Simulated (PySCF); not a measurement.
# Radial density of Te (tellurium, neutral)

UHF, [Kr] 4d10 5s1 5p5, 5s spin antiparallel (an excited configuration). All numbers are calculated (PySCF 2.14, the non-relativistic Hamiltonian (point nucleus), in dyall-av2z).

```tsv
r (bohr)	4πr²ρ (e/bohr)	4πr²(ρα − ρβ)
0.000534	0.3360	-0.0001
0.000898	0.9153	-0.0002
0.00151	2.430	-0.0005
0.00254	6.176	-0.0014
0.00427	14.60	-0.0032
0.00719	30.54	-0.0065
0.0121	52.24	-0.0099
0.0203	65.35	-0.0073
0.0342	58.76	0.0046
0.0576	67.16	-0.0022
0.0968	84.75	-0.0191
0.163	61.64	0.0085
0.274	70.47	-0.0362
0.461	26.01	-0.0222
0.775	26.66	-0.0114
1.30	8.401	-0.2242
2.19	3.175	-0.1981
3.69	0.9500	0.1669
6.20	0.04803	0.0212
10.4	0.0002917	0.0003
```

A non-relativistic calculation at this Z misses sizeable relativistic shifts. With the s spin flipped the determinant is a mixture of two multiplicities, not a spectroscopic state.
